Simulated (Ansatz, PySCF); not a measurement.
H₆O₄SnZr, SMILES [Zr]([O][SnH3])([OH])([OH])[OH], multiplicity 1.

Geometry optimised at PBE0-D3(BJ)/def2-SVP. The spin state was assumed, not searched. The def2 effective core potentials stand for the cores of Sn, Zr; spin–orbit coupling is left out. The values are those of a single conformer.

Vertical ionisation energy (IE) and electron affinity (EA) in eV. Rows of orbital energies are one-electron estimates. Where ΔSCF, EOM or ADC give a negative EA the extra electron is unbound and the value depends on the basis.

| level | IE | EA |
|---|---|---|
| −ε(HOMO), −ε(LUMO), r2SCAN/def2-TZVP (PySCF) | 6.91 | 0.85 |
| −ε(HOMO), −ε(LUMO), PBE/def2-TZVP (PySCF) | 6.56 | 1.23 |
| ΔSCF, PBE0/def2-SVPD (Ansatz), final states of multiplicity 2 and 2 | 9.83 | -0.61 |
| ΔSCF, PBE/def2-SVPD (Ansatz), final states of multiplicity 2 and 2 | 9.20 | -0.39 |

### Question
What vertical singlet–triplet gap does ΔSCF give with PBE0/def2-SVPD (Ansatz, a quantum-chemistry and plane-wave program) and with PBE/def2-SVPD (Ansatz)? (An estimate is asked for; the answer gives what the named calculation found.)

### Answer
6.00 and 5.48 eV (triplet above singlet where positive).
